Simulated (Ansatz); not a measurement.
All numbers were calculated with Ansatz.

A structure relaxed at PBE0-D4/def2-TZVP, charge 0, multiplicity 1:

```xyz
8

F     0.166    0.035    2.258
Si   -0.758    0.092    0.949
Si    0.654    0.092   -0.930
F    -0.259    0.195   -2.238
Br    1.757   -1.823   -0.986
H    -1.636   -1.103    0.928
H    -1.577    1.329    1.013
H     1.653    1.183   -0.993
```

(1) Give its formula and SMILES.

(2) Summarise the bond lengths by kind.

Results:

(1) BrF2H3Si2, `F[SiH2][SiH](F)Br`.

(2) 2 × F–Si 1.598 to 1.603 Å; 1 × Si–Si 2.350 Å; 3 × H–Si 1.481 to 1.485 Å; 1 × Br–Si 2.210 Å.
